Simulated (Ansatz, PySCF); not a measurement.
Reaction (SMILES): O=[Si](Cl)Cl → O=[Si](Cl)Cl as doublet, charge -1 (an electron is taken up)
Structures are relaxed separately at B3LYP-D3(BJ)/def2-TZVP in Ansatz (an electronic-structure program).

Quantity: adiabatic electron affinity (0 K, with B3LYP-D3(BJ) harmonic zero-point energies from PySCF), positive where the reaction releases energy, in eV. Correlated levels leave the core frozen unless marked. UHF or UKS for open shells. Spin-orbit coupling is left out. Non-relativistic. Anions need diffuse functions: aug- sets have them; def2-D sets add few; the other sets have none. CBS(X,Y): correlation extrapolated as X^-3; Hartree-Fock from the larger set. [CCSD(T)-MP2]/basis is that difference in the basis named.

RI-MP2/CBS(aug-cc-pV(T+d)Z,aug-cc-pV(Q+d)Z)+[CCSD(T)-MP2]/aug-cc-pV(D+d)Z (Ansatz) gives 1.77 eV.

Problem. Another calculation gave 1.82 eV. Which level was it?
A) PBE-QIDH/def2-TZVPD (Ansatz)
B) HF/def2-TZVPD (PySCF)
C) B3LYP/def2-TZVPD (Ansatz)

Solution. A, PBE-QIDH/def2-TZVPD (Ansatz). The others give 1.99 (B3LYP), 1.48 (HF) eV.
